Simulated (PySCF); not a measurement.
F2O2W, multiplicity 1. Atoms are numbered in the order given.

```xyz
5

W      0.0000     0.0000     0.0149
O      0.0000    -1.3611     1.0396
O      0.0000     1.3611     1.0396
F     -1.5758     0.0000    -0.9855
F      1.5758     0.0000    -0.9855
```
Charge 0, spin multiplicity 1.

The structure is a stationary point at B3LYP-D3(BJ)/def2-SVP. The spin state was assumed, not searched. The isomer is the one that the SMILES or the coordinates give; other isomers of the formula were not compared. The def2 effective core potentials stand for the cores of W; spin–orbit coupling is left out.

Calculation: HF/def2-TZVP in PySCF.

Symmetry labels are those of the subgroup C2v that the program uses (full group C2v).

Computed valence orbital energies around the gap with their symmetry:
```json
[
 {"orbital": "HOMO−7", "symmetry": "B2", "energy (eV)": "-19.55"},
 {"orbital": "HOMO−6", "symmetry": "B1", "energy (eV)": "-18.86"},
 {"orbital": "HOMO−5", "symmetry": "A1", "energy (eV)": "-17.38"},
 {"orbital": "HOMO−4", "symmetry": "B2", "energy (eV)": "-16.78"},
 {"orbital": "HOMO−3", "symmetry": "A2", "energy (eV)": "-15.41"},
 {"orbital": "HOMO−2", "symmetry": "A1", "energy (eV)": "-15.40"},
 {"orbital": "HOMO−1", "symmetry": "B1", "energy (eV)": "-14.71"},
 {"orbital": "HOMO", "symmetry": "B2", "energy (eV)": "-13.91"},
 {"orbital": "LUMO", "symmetry": "A1", "energy (eV)": "0.73"},
 {"orbital": "LUMO+1", "symmetry": "A2", "energy (eV)": "1.43"},
 {"orbital": "LUMO+2", "symmetry": "A1", "energy (eV)": "1.53"},
 {"orbital": "LUMO+3", "symmetry": "B1", "energy (eV)": "2.56"}
]
```
